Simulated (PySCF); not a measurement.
Atom-mapped SMILES (the numbers label the heavy atoms): `[CH:1]#[C:2][CH2:3]/[CH:4]=[N:5]/[SiH3:6]`; H(Xn) means a hydrogen on atom n.

Geometry: PBE0-D3(BJ)/def2-SVP; GIAO absolute shieldings from PySCF, gas phase, non-relativistic, averaged over equivalent atoms.

At PBE0/6-31G (72 basis functions, 6.8 s wall time on 1 thread of an Arm Neoverse V1, shared host):
| atoms | σ (ppm) |
| --- | --- |
| C4 | 34.7 |
| C2 | 126.6 |
| C1 | 126.7 |
| C3 | 165.7 |
| N5 | -82.7 |
| Si6 | 460.2 |
| H(C4) | 23.81 |
| H(Si6) | 27.53 |
| H(C3) | 29.40 |
| H(C1) | 30.52 |

Predict the values at wB97X-D/pcSseg-1 on the same geometry.

Results:


```
 atoms  σ at wB97X-D/pcSseg-1  change
    C4                    5.9   -28.8
    C2                  105.6   -21.0
    C1                  103.3   -23.4
    C3                  150.9   -14.8
    N5                 -113.7   -31.0
   Si6                  395.8   -64.4
 H(C4)                  23.20   -0.61
H(Si6)                  26.58   -0.95
 H(C3)                  28.28   -1.12
 H(C1)                  29.26   -1.26
```

The largest change is at Si6 (silicon bonded to N, 3 H). Cost: 144 basis functions, 16 s wall time on 1 thread of an Arm Neoverse V1, shared host. The order of the carbon signals changes between the two levels.
